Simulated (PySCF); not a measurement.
Ho(OH)3 at several levels of theory

Computed with PySCF 2.14.0 (density fitting, no spin-orbit coupling) at the geometry relaxed with TPSS:

```xyz
7
Ho(OH)3 (singlet in the valence; each metal's 4f electrons, 10 of them, lie in its core potential, out of spins and levels)
Ho    0.0000    0.0000    0.1126
O     2.0444    0.0000    0.1389
H     3.0089    0.0000    0.1621
O    -1.0222    1.7705    0.1389
H    -1.5045    2.6058    0.1621
O    -1.0222   -1.7705    0.1389
H    -1.5045   -2.6058    0.1621
```

| level | basis | state | HOMO (eV) | gap (eV) | charge on Ho1 (e) | population of f-type functions on Ho1 (polarisation alone where 4f lies in the core) | dipole about the centre of mass (D) | largest force component (eV/Å) |
| --- | --- | --- | --- | --- | --- | --- | --- | --- |
| TPSS | Ho lcecp-1-SVP with ECP56, O def2-SVP, H def2-SVP | singlet | -6.00 | 4.23 | 0.96 | 0.08 | 0.08 | 0.02 |
| PBE | the same | singlet | -5.92 | 3.87 | 0.85 | 0.08 | 0.08 | 0.08 |
| B3LYP | the same | singlet | -7.30 | 5.64 | 1.00 | 0.08 | 0.09 | 0.37 |
| revPBE | the same | singlet | -5.86 | 3.94 | 0.88 | 0.08 | 0.08 | 0.08 |
| PBE0 | the same | singlet | -7.61 | 6.29 | 1.07 | 0.08 | 0.09 | 0.54 |

In the lcecp rows the 4f levels are missing from HOMO and gap, and the state counts the valence alone.

Charges are Mulliken's, which hang on the basis. The relaxation used the grid (50, 194), these runs (75, 302) or, all-electron (x2c bases, spin-free X2C Hamiltonian), (99, 590).

Q: What does TPSS with Ho lcecp-1-TZVP with ECP56, O def2-TZVP, H def2-TZVP give here?

A: state singlet, HOMO (eV) -6.28, gap (eV) 4.42, charge on Ho1 (e) 1.61, population of f-type functions on Ho1 (polarisation alone where 4f lies in the core) 0.08, dipole about the centre of mass (D) 0.10, largest force component (eV/Å) 0.34. Time: 27 s on 2 threads of Arm Neoverse V1, with other jobs on the host, from free ions and atoms.

In the first row's basis the gap widens with exact exchange: 3.9 to 4.2 eV for PBE, revPBE, TPSS (none); 5.6 to 6.3 eV for B3LYP, PBE0 (a fixed share).

No frequency check is given that shows the relaxed geometry to be a minimum. An lcecp potential fixes the number of 4f electrons, so in runs with it no electron can move into or out of that shell.
